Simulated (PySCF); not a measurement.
Interval between two levels of Br³⁺ by level of theory

Br³⁺ [Ar] 3d10 4s2 4p2 [3P2, M_J = 2] → Br³⁺ [Ar] 3d10 4s1 4p2 5s1 [5P3, M_J = 3], as a difference of total energies. Computed with PySCF 2.14 in x2c-TZVPall-2c with one added diffuse shell each of s, p, d type (7s8p5d1f, 63 functions), with the two-component X2C-1e Hamiltonian. Correlated levels: [Ne] frozen. "Screened" scales the spin-orbit matrix elements by Boettger's factors to mimic the two-electron term; Breit and QED terms are absent.

```
                    method  interval between two levels (cm⁻¹)
           GHF (spin-free)                              255160
          GMP2 (spin-free)                              266330
 GHF (screened spin-orbit)                              255830
GMP2 (screened spin-orbit)                              266910
```

The labels give the starting determinants; with spin-orbit coupling the two ends relaxed to ⟨J²⟩ = 6.00, ⟨L²⟩ = 2.24, ⟨S²⟩ = 1.89 and ⟨J²⟩ = 12.01, ⟨L²⟩ = 2.03, ⟨S²⟩ = 5.98.
